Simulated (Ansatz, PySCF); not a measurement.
This PySCF input computes a PBE/def2-TZVPD energy:

```python
from pyscf import gto, scf, dft

mol = gto.M(
    atom='''
    C     0.03298780    0.00617551   -0.64515009
    N    -0.03068425   -0.00588839    0.58046353
    H     0.91618859    0.29402212   -1.22721340
    H    -0.89932567   -0.28985645    1.03486925
    ''',
    basis='def2-tzvpd',
    charge=0,
    spin=1,
    verbose=4,
)

mf = dft.UKS(mol, xc='pbe').density_fit(auxbasis='def2-universal-jkfit')
mf.grids.level = 3
mf.conv_tol = 1e-9
mf.max_cycle = 100
mf.max_memory = 1500
mf.kernel()
if not mf.converged:
    mf = mf.newton()
    mf.kernel(mf.make_rdm1())
for _ in range(2):
    mo, _, stable, _ = mf.stability(return_status=True)
    if stable:
        break
    mf.kernel(mf.make_rdm1(mo, mf.mo_occ))
mf.analyze()
```

Question: Write an input for the same energy in Ansatz (a first-principles code) and say what it gives.

Answer: 
Ansatz 0.2 input:
```yaml
crystal:
  periodic: [false, false, false]
  atoms:
    - {symbol: C, position_ang: [0.03298780, 0.00617551, -0.64515009]}
    - {symbol: N, position_ang: [-0.03068425, -0.00588839, 0.58046353]}
    - {symbol: H, position_ang: [0.91618859, 0.29402212, -1.22721340]}
    - {symbol: H, position_ang: [-0.89932567, -0.28985645, 1.03486925]}
basis:
  gaussian:
    orbitals: def2-TZVPD
hamiltonian:
  xc: {name: PBE}
magnetization: {spin_polarized: true, initial_magnetization: 1}
output: {forces: true}
```
It gives -93.89107 Eh, and PySCF -93.89111 Eh, a difference of 0.04 mEh, from the treatment of integrals and grids.

It need not be the lowest isomer of its formula.
